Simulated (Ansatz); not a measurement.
Born–Oppenheimer molecular dynamics of CH4FNO2Si (10 atoms, charge 0, multiplicity 1). It starts at the highest image of a converged band. Of that band: Neighbouring images differ by up to 1.3 eV, so the band resolves the path poorly. A vibrational analysis at the climbing image gives one clearly imaginary mode, 1240i cm⁻¹: a first-order saddle point.

Level of theory: UKS PBE-D4/6-31G (Ansatz 0.2.0).

```json
{
 "ensemble": "NVE (velocity Verlet)",
 "time step": "0.5 fs",
 "steps asked": "129",
 "starting velocities drawn for": "300 K",
 "seed": "11395"
}
```

First frame:

```xyz
10
Properties=species:S:1:pos:R:3
O -1.368 -2.133 0.085
Si -0.120 -1.198 -0.663
N 0.936 0.080 0.416
C 0.201 1.200 -0.144
F -0.516 1.895 0.902
O -0.699 0.518 -1.027
H -2.113 -1.681 0.550
H 1.485 -0.871 -0.717
H 1.493 0.167 1.269
H 0.784 1.971 -0.668
```

Task: How far do the bonds stretch over the last three quarters of this one trajectory? (Pairs bonded in most of those frames.)

Result: 
```json
{"bond": "O1–Si2", "mean (Å)": "1.752", "spread (Å)": "0.036", "shortest": "1.70", "longest": "1.81"}
{"bond": "O1–H7", "mean (Å)": "0.995", "spread (Å)": "0.028", "shortest": "0.95", "longest": "1.05"}
{"bond": "Si2–O6", "mean (Å)": "1.995", "spread (Å)": "0.098", "shortest": "1.79", "longest": "2.12"}
{"bond": "N3–C4", "mean (Å)": "1.508", "spread (Å)": "0.098", "shortest": "1.36", "longest": "1.65"}
{"bond": "N3–H8", "mean (Å)": "1.078", "spread (Å)": "0.104", "shortest": "0.91", "longest": "1.25"}
{"bond": "N3–H9", "mean (Å)": "1.044", "spread (Å)": "0.037", "shortest": "0.97", "longest": "1.11"}
{"bond": "C4–F5", "mean (Å)": "1.474", "spread (Å)": "0.025", "shortest": "1.43", "longest": "1.51"}
{"bond": "C4–O6", "mean (Å)": "1.388", "spread (Å)": "0.052", "shortest": "1.31", "longest": "1.47"}
{"bond": "C4–H10", "mean (Å)": "1.111", "spread (Å)": "0.033", "shortest": "1.05", "longest": "1.16"}
```

Mean temperature of the second half: 1391 K. The conserved energy stayed within 0.84 meV per atom of its start (net change -0.61 meV per atom), so the integration is sound. The system heated up, since it started high on the potential surface and ran downhill. A run of 0.065 ps of so small a system gives no equilibrium averages. The orbitals stay closed-shell, which can raise the energy where a bond breaks towards radicals; this wasn't checked here. Limits of this set-up: no polarisation functions.

The run took 4.5 min on 2 threads of Arm Neoverse V2, on a shared host, peak memory 0.15 GiB.
